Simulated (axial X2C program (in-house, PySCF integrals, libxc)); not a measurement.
# CsS: from the spin-free to the two-component result

Calculated with an in-house all-electron X2C program for linear molecules (integrals from PySCF). Spin-free means the one-electron spin-free X2C Hamiltonian; two-component (2c) means X2C with spin–orbit coupling and atomic mean-field two-electron Coulomb and Gaunt terms, so the difference of the two also holds small scalar two-electron terms. Basis: Cs dyall-cv3z [15s15p9d4f1g], S dyall-av3z [9s8p3d2f] (cores contracted in-house); Gaussian nuclei, density fitting, unrestricted open shells. Masses: Cs 132.905 u, S 31.972 u.

Spin-free state: M_S = 1/2, Λ = 1 (beyond evenly filled blocks: π+α, π+β, π-α); fragments Cs + S.

| level | Re (Å) | ωe (cm⁻¹) | De (eV) | μ (D) |
| --- | --- | --- | --- | --- |
| PBE0 | 3.053 | 197.3 | 2.759 | -10.24 |
| HF | 3.178 | 183.2 | 1.626 | -11.81 |
| MP2 | 3.087 | 195.0 | 2.683 | n/a |
| CCSD | 3.109 | 192.0 | 2.613 | n/a |
| CCSD(T) | 3.103 | 192.6 | 2.655 | n/a |
| r2SCAN | 3.074 | 193.4 | 2.703 | -10.36 |

Correlated methods: 15 electrons correlated (number of frozen shells: Cs 4 s, 3 p, 2 d; S 2 s, 1 p), 295 virtual spin orbitals or spinors in MP2, 90 natural virtuals in coupled cluster.

Dipoles are positive if S is the positive end.

Q: Within this multiplet, which Ω should lie lowest by the rule for regular and inverted multiplets?

A: The open π shell holds three electrons, one hole, so the multiplet is inverted: Ω = Λ + 1/2 = 3/2. The PBE0 2c search agrees, though Ω = 1/2 of the search lies only 0.04 eV higher.

Two-component determinant lowest at the distance of the search:

Ω = 3/2 (⟨Sz⟩ = 0.50, ⟨Lz⟩ = 1.00 at HF); fragments Cs + S.

```
  level  Re (Å)  ωe (cm⁻¹)  De (eV)   μ (D)
   PBE0   3.051      197.5    2.781  -10.21
     HF   3.176      183.3    1.643  -11.79
    MP2   3.085      195.1    2.680     n/a
   CCSD   3.107      192.2    2.621     n/a
CCSD(T)   3.101      192.7    2.654     n/a
 r2SCAN   3.072      193.6    2.725  -10.33
```

Q: From the two tables, how do the constants change at the CCSD(T) level (2c against spin-free)?

A: At the CCSD(T) level Re drops by 0.002 Å and ωe doesn't move by more than 0.2 cm⁻¹; De changes by -0.001 eV.

The state is a single determinant with fixed occupations, the lowest that a limited PBE0 search found. Dissociation energies refer to the lowest single-determinant-based atoms at the same level and basis. Density functionals use the spin component along the axis (collinear). Coupled cluster ran in a truncated set of natural virtual spinors; the MP2 energy of the rest was added. (T) has no such correction and the atoms are truncated less, which lowers De at CCSD(T) by a hundredth of an eV or more. The 2c atoms are single determinants rather than J levels; their spin–orbit lowering is only partly caught, and De is too large by that part. This holds for PBE0, r2SCAN. Other states lie close and PBE0, whose exact exchange favours high spin, may order them wrongly; the determinant shown need not be the ground state. The nearest other spin-free determinant of the search, M_S = 1/2, Λ = 0, lies 0.06 eV up at the distance of the search. Without a current term, density functionals place determinants with orbital angular momentum somewhat too high. At some level and bond length an empty orbital lies below a filled one.
